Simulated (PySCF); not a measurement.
Species: C3H2Br2S.
Bonds: S1–C2 (double), C2–C3 (double), C3–Br4, C3–C5, C5–Br6. Hydrogens: H7, H8 on C5.

Computed with PySCF 2.14.0, PBE0-D3(BJ)/def2-SVP geometry optimisation, gas phase.

(1) Give the optimised bond lengths and angles.

Answers

(1) 
| bond | length (pm) |
| --- | --- |
| S1=C2 | 155.4 |
| C2=C3 | 132.1 |
| C3–Br4 | 189.0 |
| C3–C5 | 147.9 |
| C5–Br6 | 196.3 |
| C5–H7, C5–H8 | 109.7 |

Bonds in one row agree within 1 pm and their mean is given. A selection of angles:
| angle | degrees |
| --- | --- |
| S1–C2–C3 | 179.3 |
| C2–C3–Br4 | 116.9 |
| C2–C3–C5 | 124.5 |
| Br4–C3–C5 | 118.5 |
| C3–C5–Br6 | 113.0 |
| C3–C5–H7 | 110.8 |
| Br6–C5–H7 | 106.2 |
| H7–C5–H8 | 109.9 |

Torsions: C2–C3–C5–Br6 106° (anticlinal). The mirror-image conformer, all signs reversed, is as good.

The C–C distances run from 1.321 Å (C2=C3, drawn double) to 1.479 Å (C3–C5, drawn single), a spread of 0.158 Å. The Br–C distances run from 1.890 Å (C3–Br4, drawn single) to 1.963 Å (C5–Br6, drawn single), a spread of 0.073 Å.

Point group: C1 (no symmetry element, even within 0.4 Å). Whether it is a minimum is left open (no frequencies). The numbers are those of one conformer.
